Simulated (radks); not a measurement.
The numbers below are computed, except where a source is named.
Task: Pt2+, configuration [Xe] 4f14 5d8. Code: a radial shooting solver on a logarithmic mesh with Libxc functionals. Model: non-relativistic Kohn-Sham, r2SCAN, spin-polarised, spherical densities, point nucleus; open shells are filled with parallel spins first (spin-orbit coupling, left out, can overturn this in heavy ions); meta-GGA in the generalised Kohn-Sham scheme; relativity is left out, which matters for an element this heavy. Some entries of the table are withheld. Estimate them.

orbital  occ.  eigenvalue (eV)  r(max) (bohr)  <r^2> (bohr^2)
1s down     1        -71259.89        0.01288       0.0005037
1s up       1        -71259.89        0.01288       0.0005037
2s up       1        -11900.16        0.07003        0.007844
2s down     1        -11899.91        0.07003        0.007844
2p up       3        -11429.39        0.05436        0.005792
2p down     3        -11429.21        0.05436        0.005792
3s up       1        -2796.012         0.1915         0.04861
3s down     1        -2795.973         0.1915         0.04861
3p up       3        -2575.148         0.1802         0.04483
3p down     3        -2575.096         0.1802         0.04483
3d up       5        -2163.999         0.1420         0.03465
3d down     5        -2163.858         0.1420         0.03465
4s up       1        -606.4046         0.4277          0.2339
4s down     1        -606.2777         0.4278          0.2339
4p up       3        -510.8881         0.4274          0.2407
4p down     3        -510.7430         0.4275          0.2407
4d up       5        -336.0613         0.4212          0.2556
4d down     5        -335.8679         0.4213          0.2555
4f up       7        -103.8906         0.3809          0.3073
4f down     7        -103.6232         0.3809          0.3059
5s up       1        -103.4300            (1)           1.249
5s down     1        -101.9211            (2)           1.242
5p up       3              (3)          1.019           1.490
5p down     3              (4)          1.016           1.482
5d up       5         -27.5814            (5)           2.678
5d down     3         -25.8753            (6)           2.733

Result: 
(1) 5s up r(max) (bohr): 0.9588
(2) 5s down r(max) (bohr): 0.9561
(3) 5p up eigenvalue (eV): -73.6517
(4) 5p down eigenvalue (eV): -72.0247
(5) 5d up r(max) (bohr): 1.231
(6) 5d down r(max) (bohr): 1.228
